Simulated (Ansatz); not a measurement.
`F[SiH2]C1C[SiH2]1` at its PBE0-D4/def2-TZVP geometry, where that method's forces vanish. The species carries charge 0 and has multiplicity 1.

```json
{"atom": "F1", "x (Å)": "-2.789", "y (Å)": "0.273", "z (Å)": "-0.271"}
{"atom": "Si2", "x (Å)": "-1.538", "y (Å)": "-0.723", "z (Å)": "-0.158"}
{"atom": "C3", "x (Å)": "-0.107", "y (Å)": "0.124", "z (Å)": "0.612"}
{"atom": "C4", "x (Å)": "1.316", "y (Å)": "-0.413", "z (Å)": "0.277"}
{"atom": "Si5", "x (Å)": "0.962", "y (Å)": "1.267", "z (Å)": "-0.382"}
{"atom": "H6", "x (Å)": "-2.008", "y (Å)": "-1.897", "z (Å)": "0.622"}
{"atom": "H7", "x (Å)": "-1.163", "y (Å)": "-1.150", "z (Å)": "-1.532"}
{"atom": "H8", "x (Å)": "-0.246", "y (Å)": "0.414", "z (Å)": "1.651"}
{"atom": "H9", "x (Å)": "1.366", "y (Å)": "-1.250", "z (Å)": "-0.415"}
{"atom": "H10", "x (Å)": "1.987", "y (Å)": "-0.532", "z (Å)": "1.121"}
{"atom": "H11", "x (Å)": "1.540", "y (Å)": "2.444", "z (Å)": "0.297"}
{"atom": "H12", "x (Å)": "0.680", "y (Å)": "1.442", "z (Å)": "-1.821"}
```

Question: For each bond, give half the difference of the two atoms' forces along it (eV/Å; positive pushes the atoms apart) under PBE-D4, r2SCAN-D4, B3LYP-D4, ωB97M-V in def2-TZVPP. (Estimate.)

Answer: Computed: 
```csv
bond,length (Å),PBE-D4,r2SCAN-D4,B3LYP-D4,ωB97M-V
F1–Si2,1.603,0.49,0.03,0.21,0.20
Si2–C3,1.833,-0.08,-0.04,0.01,-0.01
Si2–H6,1.486,0.03,-0.02,-0.13,-0.17
Si2–H7,1.487,0.02,-0.03,-0.10,-0.14
C3–C4,1.558,0.07,0.17,0.25,0.21
C3–Si5,1.853,0.21,0.12,0.19,0.07
C3–H8,1.088,0.08,-0.03,-0.12,-0.10
C4–Si5,1.839,0.20,0.12,0.21,0.09
C4–H9,1.087,0.08,-0.05,-0.11,-0.09
C4–H10,1.085,0.07,-0.06,-0.12,-0.09
Si5–H11,1.476,0.00,-0.05,-0.13,-0.12
Si5–H12,1.477,-0.01,-0.04,-0.11,-0.11
```

B3LYP here is the variant with VWN-RPA as its local correlation; programs differ in this.
